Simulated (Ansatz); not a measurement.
Ansatz (a quantum-chemistry and plane-wave program) input (B3LYP/6-31G* with LANL2DZ past Ar): The .json file joins the Basis Set Exchange's 6-31G* for atoms up to Ar and LANL2DZ past it.

Ansatz 0.2 input:
```yaml
crystal:
  periodic: [false, false, false]
  atoms:
    - {symbol: B, position_ang: [-0.00000000, -0.00000000, -2.21817100]}
    - {symbol: I, position_ang: [0.00000000, 0.00000000, 0.20926100]}
basis:
  gaussian:
    orbitals: 6-31Gs+LANL2DZ.json
hamiltonian:
  xc: {name: B3LYP}
total_charge: -1
magnetization: {spin_polarized: true, initial_magnetization: 1}
relax: {f_tol: 0.003, max_steps: 120}
```

Output:

```
Functional definition: B3LYP
integrals: 0.00 GiB planned
290 factors; integrals over basis functions are off by at most 4.5e-4 eV
mean field: 0.07 GiB planned
mean field evaluation 1: about -982.8550 eV, gradient 9.3e0 eV
mean field evaluation 2: about -983.0041 eV, gradient 8.1e0 eV
mean field evaluation 4: about -983.7526 eV, gradient 2.6e-1 eV
mean field evaluation 8: about -983.7530 eV, gradient 2.9e-3 eV
mean field evaluation 16: about -983.5416 eV, gradient 1.6e0 eV
mean field -983.75303703 eV, -36.1522572989 hartree, gradient 2.3e-5 eV, S^2 0.752951; 1 other end points of the search recorded, 0 dependent functions left out
the calculation of the forces begins
reference -983.75320499 eV, -36.1522634716 hartree; 7, 6 occupied and 16, 17 virtual orbitals, 290 factors
relax step   1: F+E_penalty+E_count = -983.75303703 eV  Δ(F+E_penalty+E_count) = +0.000e0 eV  max|allowed force component| = 7.634e-1 eV/Å  Δτ_max = 0.0000 Å  (31 SCF iters, accepted)
these checks for a lower state are left out or cut short: starts, cluster_reference, orbital_swaps, neighbouring_geometries, increment
integrals: 0.00 GiB planned
290 factors; integrals over basis functions are off by at most 2.7e-4 eV
mean field: 0.07 GiB planned
mean field -983.83046993 eV, -36.1551029056 hartree, gradient 8.4e-6 eV, S^2 0.752829; 0 other end points of the search recorded, 0 dependent functions left out
the calculation of the forces begins
reference -983.83064186 eV, -36.1551092239 hartree; 7, 6 occupied and 16, 17 virtual orbitals, 290 factors
relax step   2: F+E_penalty+E_count = -983.83046993 eV  Δ(F+E_penalty+E_count) = -7.743e-2 eV  max|allowed force component| = 2.154e-2 eV/Å  Δτ_max = 0.1225 Å  (31 SCF iters, accepted)
these checks for a lower state are left out or cut short: starts, cluster_reference, orbital_swaps, neighbouring_geometries, increment
integrals: 0.00 GiB planned
290 factors; integrals over basis functions are off by at most 2.8e-4 eV
mean field: 0.07 GiB planned
mean field evaluation 32: about -983.8306 eV, gradient 2.2e-5 eV
mean field -983.83057393 eV, -36.1551067275 hartree, gradient 2.2e-5 eV, S^2 0.752832; 0 other end points of the search recorded, 0 dependent functions left out
the calculation of the forces begins
reference -983.83074576 eV, -36.1551130422 hartree; 7, 6 occupied and 16, 17 virtual orbitals, 290 factors
relax step   3: F+E_penalty+E_count = -983.83057393 eV  Δ(F+E_penalty+E_count) = -1.040e-4 eV  max|allowed force component| = 6.236e-3 eV/Å  Δτ_max = 0.0037 Å  (24 SCF iters, accepted)
these checks for a lower state are left out or cut short: starts, cluster_reference, orbital_swaps, neighbouring_geometries, increment
integrals: 0.00 GiB planned
290 factors; integrals over basis functions are off by at most 2.8e-4 eV
mean field: 0.07 GiB planned
mean field -983.83058324 eV, -36.1551070697 hartree, gradient 4.3e-5 eV, S^2 0.752833; 0 other end points of the search recorded, 0 dependent functions left out
the calculation of the forces begins
reference -983.83075503 eV, -36.1551133829 hartree; 7, 6 occupied and 16, 17 virtual orbitals, 290 factors
relax step   4: F+E_penalty+E_count = -983.83058324 eV  Δ(F+E_penalty+E_count) = -9.311e-6 eV  max|allowed force component| = 2.268e-4 eV/Å  Δτ_max = 0.0014 Å  (22 SCF iters, accepted)
integrals: 0.00 GiB planned
290 factors; integrals over basis functions are off by at most 2.8e-4 eV
mean field: 0.07 GiB planned
mean field -983.83058324 eV, -36.1551070697 hartree, gradient 4.3e-5 eV, S^2 0.752833; 1 other end points of the search recorded, 0 dependent functions left out
the calculation of the forces begins
reference -983.83075503 eV, -36.1551133829 hartree; 7, 6 occupied and 16, 17 virtual orbitals, 290 factors
Total energy: -983.83075503 eV, -36.1551133829 hartree
Atom 0 at    -0.000000    -0.000000    -2.335522 Å, force    -0.000000     0.000000     0.000227 eV/Å
Atom 1 at     0.000000     0.000000     0.326612 Å, force     0.000000    -0.000000    -0.000227 eV/Å
Dipole moment:    -0.000000     0.000000     0.833233 e Å
```

The dipole moment of an ion depends on the origin.

The geometry given is a B3LYP-D3(BJ)/def2-TZVP minimum.
